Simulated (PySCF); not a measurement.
Structure elucidation problem

The spectra below were simulated for a compound C4H8Cl4OSi.

1H NMR (500 MHz, computed): δ 4.81 (d, 1H), 3.58 (s, 3H), 3.34 (m, 1H), 1.45 (d, 3H).

13C{1H} NMR (computed): δ 113.6 (C), 77.2 (CH), 59.8 (CH3), 16.1 (CH3).

[PySCF 2.14.0 with density-fitted response routines: shielding tensors at PBE0/pcSseg-1 (GIAO); GFN2-xTB geometry; no relativistic terms; equivalent nuclei averaged; isolated molecule; single conformer]

Shifts are taken against calculated references (same method and geometry level): TMS for 1H (σref 31.72), 13C (σref 186.93).

**Question.** Deduce the structure.

**Answer.** 
1. The formula gives 0 degrees of unsaturation.
2. 4 carbon signals for 4 carbons: no two carbons are equivalent.
3. Carbon types of the structure: 1 × C, 1 × CH, 2 × CH3, leaving 1 H on heteroatoms.
4. δC 113.6: fully substituted sp3 carbon bonded to 3 Cl and Si; 3 electronegative neighbours deshield it.
5. δC 77.2: sp3 CH bonded to O and Si; deshielded by the electronegative neighbour.
6. δC 59.8: methyl carbon bonded to O; the inductive effect lowers its shielding.
7. δC 16.1: methyl carbon; saturated and bonded to C and H only.
8. δH 3.58: hydrogen on a methyl carbon bonded to O; its carbon carries O, hence the downfield position.
9. δH 3.34: hydrogen on an sp3 CH bonded to O and Si; its carbon carries O, an electronegative neighbour.
10. δH 1.45: hydrogen on a methyl carbon.

Structure: `CO[C@@H](C)[Si@@H](Cl)C(Cl)(Cl)Cl`.

This is the structure that produced the data.

Carbons that carry Cl, above all several Cl atoms, come out too deshielded, partly because spin–orbit coupling is missing. Shifts are as computed. Against solution values, carbons near 30 ppm lie about +3 ppm off and those near 130 ppm about +5 ppm; carbons on Cl a further +6 ppm. Of 1211 compounds with measured shifts, 218 miss one by over three times the rms of a fit or turn the order of signals round; such compounds aren't used in these exercises. No couplings were computed; multiplicities are counted from neighbouring protons, with m where these are inequivalent, close in shift, in a saturated or five-membered ring or joined by F or P, and br s for small geminal =CH2 splittings.
